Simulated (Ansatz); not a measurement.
CuBr, closed-shell singlet (the spin of the measured ground state), most abundant isotopes (62.9296 and 78.9183 u). Constants from fifth-degree fits in 1/R to seven points on the lowest solution found; no spin–orbit coupling, no relativity up to Kr; ω_e x_e and α_e move by some per cent with the fit.

Correlated levels freeze the inner cores; with def2 sets outer-core shells near the valence are correlated too.

Codes used: Ansatz (Gaussian basis) for Hartree–Fock, density functionals and correlated methods. Values without a source in brackets are computed.

Total energies (hartree; each atom in its lowest state at that level) and vibrational constants (cm⁻¹):

```json
[
 {"level": "PBE/def2-TZVPP", "E(CuBr) at r_e": "-4214.090774", "E(Cu)": "-1640.244947", "E(Br)": "-2573.720720", "ω_e": "302", "ω_e x_e": "0.95"},
 {"level": "B3LYP/def2-TZVPP", "E(CuBr) at r_e": "-4214.800024", "E(Cu)": "-1640.542591", "E(Br)": "-2574.140958", "ω_e": "292", "ω_e x_e": "0.88"},
 {"level": "wB97M-V/def2-TZVPP", "E(CuBr) at r_e": "-4214.489407", "E(Cu)": "-1640.394089", "E(Br)": "-2573.967826", "ω_e": "303", "ω_e x_e": "0.84"},
 {"level": "CCSD(T)/def2-QZVPP", "E(CuBr) at r_e": "-4212.875462", "E(Cu)": "-1639.738674", "E(Br)": "-2573.008471", "ω_e": "303", "ω_e x_e": "0.85"}
]
```

Problem. Work out D_e and D₀ in eV.

Solution. 
D_e = E(Cu) + E(Br) − E(molecule), times 27.2114 eV; D₀ = D_e − (ω_e/2 − ω_e x_e/4)/8065.54.
- PBE/def2-TZVPP: D_e = 3.404, zero point 0.019, D₀ = 3.386 eV
- B3LYP/def2-TZVPP: D_e = 3.169, zero point 0.018, D₀ = 3.151 eV
- wB97M-V/def2-TZVPP: D_e = 3.469, zero point 0.019, D₀ = 3.450 eV
- CCSD(T)/def2-QZVPP: D_e = 3.492, zero point 0.019, D₀ = 3.473 eV
No counterpoise correction is made.

Ansatz is a program for electronic structure.
